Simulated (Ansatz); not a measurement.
Ideal-gas functions of C$_{2}$H$_{4}$SSi, SMILES `S[SiH]1C=C1` at 600 K and 1 bar, from an Ansatz frequency run at PBE0-D4/def2-TZVP.

Molar mass 88.21 g/mol, point group Cs (symmetry number 1), electronic degeneracy 1, moments of inertia 34.99, 191.977, 197.112 u Å². Harmonic wavenumbers (cm⁻¹, unscaled): 77, 204, 246, 492, 615, 658, 729, 748, 821, 855, 939, 1001, 1155, 1529, 2244, 2719, 3186, 3207.

Use S(trans) = R[1.5 ln M + 2.5 ln T − 1.1517]; rotational temperatures θ = 24.2544 K / I; S(rot) = R[ln(√π/σ · √(T³/θAθBθC)) + 1.5]; for each mode x = 1.438777 ν̃/T, S = R[x/(eˣ − 1) − ln(1 − e⁻ˣ)] and H = RT x/(eˣ − 1); 1 cm⁻¹ = 0.0119627 kJ/mol; R = 8.31446 J/(mol·K).

**Question.** By hand: the entropy, in J/(mol·K).

**Answer.** Translation 179.3. Rotation: θ = 0.6932, 0.1263, 0.123 K, giving 115.8. Vibration, mode by mode: 22.37, 14.34, 12.82, 7.41, 5.80, 5.33, 4.65, 4.49, 3.91, 3.66, 3.13, 2.78, 2.08, 1.02, 0.25, 0.09, 0.03, 0.03, in all 94.2. Electronic 0.0. Sum 389.3 J/(mol·K).

**Question.** By hand: H − E and G − E in kJ/mol, counted from the electronic energy.

**Answer.** Zero-point energy ½ × 21425 × 0.0119627 = 128.2; thermal vibration 29.8; translation, rotation and pV give 4 RT = 20.0. H − E = 178.0 kJ/mol, and G − E = 178.0 − 600 × 389.3/1000 = -55.6 kJ/mol.

Vibration gives 24 % of the entropy, 22.4 J/(mol·K) of it from the mode under 150 cm⁻¹: soft modes count most, and the harmonic formula is weakest for them. The sum counts one conformer and one mirror image; others add a mixing term.
